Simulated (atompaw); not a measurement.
**PBE PAW (atompaw) dataset for Rh, scalar-relativistic all-electron reference.**

rhodium, PAW, made with atompaw 4.2.0.5 (PBE, scalar-relativistic). Core [Kr], reference 4d8 5s0 5p0 (charge +1). Waves: 5s (bound, empty): rc 3.00 bohr; 5s channel at 2.7 Ry: rc 3.00 bohr; 5p (bound, empty): rc 3.00 bohr; 5p channel at 0.95 Ry: rc 3.00 bohr; 4d (bound): rc 3.00 bohr; 4d channel at -0.65 Ry: rc 1.75 bohr. Local part: bessel scheme, radius 2.85 bohr. Core correction: smooth core density matched at 1.60 bohr. Augmentation charge: gaussian compensation charge, radius 2.25 bohr; PAW radius 3.00 bohr; waves and projectors: custom rrkj vanderbiltortho.

All-electron outer shells of the reference configuration (PBE, scalar-relativistic, ld1.x):

```tsv
shell	level (eV)	outermost node (bohr)	outermost maximum (bohr)
4p	-58.15	0.47	0.94
4d	-13.58	0.46	1.14
5s	-10.78	1.19	2.51
5p	-6.19	1.34	3.22
```

Results:

* Cutoffs needed: 12 Ry and 15 Ry (the cutoffs (Ry, on a coarse ladder) from which the occupation-weighted sum of valence levels, in a spherical-Bessel basis at the reference potential, stays within 10 and 1 mRy of its value at 400 Ry)
* Ghost test: no extra level below or beside the all-electron valence levels (s, p, d, f tested) (spherical-Bessel basis up to 400 Ry, 20 bohr box)
* Lowest eigenvalue of the overlap operator: 0.01 (d channel)
* Overlap eigenvalues printed by atompaw (projector basis): 0.00387, 0.0465, 0.596, 38.2, 42.7, 154
* Share of each valence orbital outside the PAW sphere: 5s 43 %, 5p 70 %, 4d 4 %

Generation and tests took about 8.1 s on one core of a shared server CPU.
